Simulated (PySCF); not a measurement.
Coordinates in bohr (charge 0 multiplicity 1):
```
As   -1.2509   -0.0004   -2.4727
O     1.0726    0.0003   -4.4244
I     0.6033    0.0002    2.0170
```

These are results of PBE0/[As def2-TZVP, O def2-TZVP, I def2-TZVP with ECP28], scalar-relativistic core potentials, density fitting, no spin–orbit coupling, PySCF, not measurements.

This geometry of AsOI is a stationary point at this level.

Problem. What is the point group?

Solution. Cs.

Problem. Is it a minimum?

Solution. Yes: all harmonic wavenumbers are real.

Problem. Give the atomic charges and bond orders.

Solution. 
| atom | Mulliken | Löwdin | polar tensor | Mayer order to As1 |
| --- | --- | --- | --- | --- |
| As1 | 0.61 | 0.36 | 1.01 | – |
| O2 | -0.44 | -0.33 | -0.58 | 1.97 |
| I3 | -0.17 | -0.03 | -0.43 | 1.14 |

Problem. Give the ideal-gas entropy at 298.15 K and 1 bar by parts.

Solution. translation 176.0, rotation 112.2, vibration 16.9, spin 0.0; total 305.1 J/(mol K).

Only a few start shapes were tried, so a lower isomer may exist.
